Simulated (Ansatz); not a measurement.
This triplet is an excited state, 1.94 eV above the relaxed singlet at the level B3LYP/cc-pVTZ // PBE0-D3(BJ)/def2-TZVP (Ansatz, a program for electronic structure).

A geometry relaxed with PBE0-D3(BJ)/def2-TZVP run with Ansatz, charge 0, multiplicity 3:

```xyz
7

C      1.1840    -0.2120    -0.1513
H      3.3892     0.3358     0.0390
H     -2.2679    -0.2444     1.1326
Si    -0.4982    -0.7661    -0.3880
N     -1.7829     0.1186     0.3268
C      2.3609     0.0730    -0.0552
H     -2.3850     0.6950    -0.2403
```

Question: Write the SMILES of this molecule.

Answer: `C#C[Si]N`
